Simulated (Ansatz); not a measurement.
The cluster Ru₂H⁻. The state is a triplet with charge -1. Geometry r2SCAN-D4/def2-TZVPD; atoms count from 1.

Cartesian coordinates in Å:
```
Ru -0.017 0.712 -0.120
Ru 1.495 -0.746 0.116
H -1.477 0.034 0.005
```

In the def2 sets Ru takes a core potential; there is no spin–orbit coupling. The charge -1 triplet is spin-contaminated (final ⟨S²⟩ up to 3.04, 2.00 for a pure state). The highest occupied level of the charge -1 triplet lies above zero (up to 0.47 eV). It is a level of β spin, whose loss leaves a quartet; that state wasn't run at this geometry and level. The electron is either unbound and held by the finite basis, or the level is raised by self-interaction error. The geometry of the triplet was relaxed on an unsound state (⟨S²⟩ 3.03, where a pure state has 2.00). At PBE0-D4/def2-TZVPD a quintet of charge -1 lies 0.44 eV below the triplet, each at its own geometry. The structure comes from a short search, and lower isomers may exist.

Q: Estimate the Mulliken populations from the PBE0/def2-TZVPD orbitals of Ansatz.

A: 
| atom | charge (e) | spin (α − β) | d electrons |
| --- | --- | --- | --- |
| Ru1 | -0.57 | -0.47 | 7.16 |
| Ru2 | -0.40 | 2.50 | 6.95 |
| H3 | -0.03 | -0.03 | – |
Mulliken values and Mayer orders depend strongly on the basis. With diffuse functions, as here, like atoms can get unlike values, and bond orders can come out too low or too high.

Q: Where does the spin sit?

A: Summed by element: Ru 2.03, H -0.03, of 2 unpaired in all. Largest on single atoms: Ru2 2.50, Ru1 -0.47, H3 -0.03.

Q: And the Mayer bond orders between bonded heavy atoms (over 0.3)?

A: Ru1–Ru2 2.84 (2.11 Å).
